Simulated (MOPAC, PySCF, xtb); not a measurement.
Dimer: HCl (SMILES Cl) (first 2 atoms) with Br2 (SMILES BrBr); geometry from B3LYP-D3(BJ)/def2-TZVP, rigid monomers moved along the line of their centres of mass till Cl1···Br4 is 3.72 Å.
(charge 0, multiplicity 1):
```xyz
4

Cl    -0.08714    -0.25781     0.07877
H      0.95876     0.48574     0.07410
Br     0.00265     0.17306     6.10770
Br    -0.10969    -0.04768     3.79396
```

Counterpoise-corrected where a basis set is named; no monomer relaxation. Rows marked so take none.

Rows in 6-31G* carry no dispersion term and start afresh at each structure (6-31G* with six Cartesian d functions); the Pople sets are all-electron and without relativity. The state reached by PM6 isn't checked.

Run with MOPAC for PM6 (differences of heats of formation); PySCF for 6-31G* rows; xtb for the GFN methods. 

Problem. One of these levels gives -0.40 kcal/mol for the interaction energy. Which one is it?
(A) PM6
(B) M06-2X/6-31G* (no counterpoise)
(C) GFN2-xTB

Solution. A, PM6. The others give -1.22 (GFN2-xTB), -1.61 (M06-2X/6-31G* (no counterpoise))
